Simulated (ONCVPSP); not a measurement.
## Cutoff test, I (Z = 53), ONCV

iodine (I), optimised norm-conserving Vanderbilt (ONCV), made with ONCVPSP 4.0.1 (PBE, scalar-relativistic). Core [Kr], reference 4d10 5s2 5p4 (charge +1). Waves: 5s: rc 1.70 bohr, ncon 3, nbas 6, qcut 3.6 1/bohr, 2 projectors, debl 3.9 Ha; 5p: rc 1.55 bohr, ncon 4, nbas 7, qcut 5.8 1/bohr, 1 projector; 4d: rc 1.30 bohr, ncon 5, nbas 10, qcut 14.2 1/bohr, 2 projectors, debl 1.9 Ha. Local part: polynomial inside 1.30 bohr (lpopt 5, dvloc0 1 Ha). Core correction: Teter function, fcfact 2.75, rcfact 1.65.

In the d channel the program set the typed energies aside and used -2.198, 0.250 Ha.

Problem. For each optimised wave give the share of its norm inside rc, the residual kinetic energy above qcut (Ha) and the cutoffs (Ha) for errors of 10, 1, 0.1 and 0.01 mHa per electron.

Solution.

| wave | norm inside rc | residual KE | 10 mHa | 1 mHa | 0.1 mHa | 0.01 mHa |
| --- | --- | --- | --- | --- | --- | --- |
| 5s | 0.396 | 5.9e-03 | 5.9 | 18.8 | 31.5 | 63.8 |
| s projector 2 | 0.079 | 1.0e-01 | 13.2 | 29.4 | 37.9 | 54.0 |
| 5p | 0.150 | 4.4e-03 | 12.9 | 50.6 | 63.7 | 94.0 |
| 4d | 0.861 | 1.1e-08 | 44.7 | 55.9 | 65.3 | 73.4 |
| d projector 2 | 0.064 | 2.4e-09 | 37.0 | 49.9 | 61.5 | 71.6 |

The occupied waves need 56 Ha and 65 Ha for 1 and 0.1 mHa. Note: ghosts flagged at negative energy: s at -5.5 eV, p at -2.56 eV; no localised positive-energy state flagged. A true bound ghost makes a file unfit for plane-wave use. Its largest configuration-test error is +463 meV.
